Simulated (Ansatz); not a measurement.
Two isomers of C2H7GaO2: A = `C[O][GaH][O]C`, B = `C[CH2][Ga]([OH])[OH]`.

Isolated molecules relaxed with PBE0-D4/def2-TZVP in Ansatz; ΔE leaves out vibrations. CCSD(T)/CBS adds triple-zeta CCSD(T) − MP2 to the extrapolated MP2 energy (def2 sets, frozen cores). DFT in def2-TZVPP. B3LYP here is the variant with VWN-RPA as its local correlation; programs differ in this. For Ga outer-core shells are correlated without core-valence functions, which leaves a few kJ/mol of doubt a bond. Scalar relativity is left out up to krypton. Each species was taken in one conformer, which may not be the lowest.

A:

Z-matrix (Å, degrees):
```
C
O 1 1.409
H 1 1.095 2 109.6
H 1 1.095 2 109.6 3 118.3
H 1 1.095 2 113.0 3 -120.9
Ga 2 1.770 1 123.0 3 120.6
O 6 1.781 2 113.1 1 0.1
H 6 1.546 2 122.6 1 -180.0
C 7 1.403 6 123.7 2 180.0
H 9 1.096 7 110.0 6 120.9
H 9 1.096 7 110.0 6 -120.4
H 9 1.099 7 113.4 6 0.3
```

B:

```xyz
12

C     1.790    0.377    0.308
C     0.370    0.916    0.438
Ga   -1.017   -0.295   -0.210
O    -0.584   -1.893   -0.899
O    -2.755    0.136   -0.146
H     2.521    1.098    0.685
H     2.047    0.160   -0.731
H     1.924   -0.551    0.867
H     0.253    1.858   -0.107
H     0.129    1.150    1.480
H    -1.323   -2.428   -1.195
H    -3.354   -0.528   -0.490
```

Task: Which isomer does CCSD(T)/CBS put lower? Give the gap. (An estimate is asked.)

Result: Computed: B, by 153.1 kJ/mol.

Task: Give E(B) − E(A) in kJ/mol with CCSD/def2-TZVPP, ωB97M-V, PBE-D4, B2PLYP, B3LYP-D4, CCSD(T)/def2-TZVPP, MP2/def2-TZVPP. (Estimate.)

Result: The calculation gave: CCSD/def2-TZVPP -141.7, ωB97M-V -140.5, PBE-D4 -138.7, B2PLYP -138.1, B3LYP-D4 -131.2, CCSD(T)/def2-TZVPP -143.1, MP2/def2-TZVPP -156.4. None reverses the order clearly.

Task: Does the order hold for the free energy at 298.15 K (harmonic terms from PBE0-D4)? (Estimate.)

Result: Ansatz gave: Yes: G(B) − G(A) = -147.8 kJ/mol, for one conformer each. Modes under 60 cm⁻¹, often nearly free rotors, make the harmonic entropy too high.

Largest T1 diagnostic: 0.014.

From r2SCAN to r2SCAN0 (25 % exact exchange), in def2-TZVPP and without D4, E(B) − E(A) moves by −3.1 kJ/mol. Leaving LDA and LC-ωPBE aside and taking each functional with its dispersion term where it has one, the values, not all of them listed here, spread over 19.6 kJ/mol, from PBE-QIDH to B97M-V.
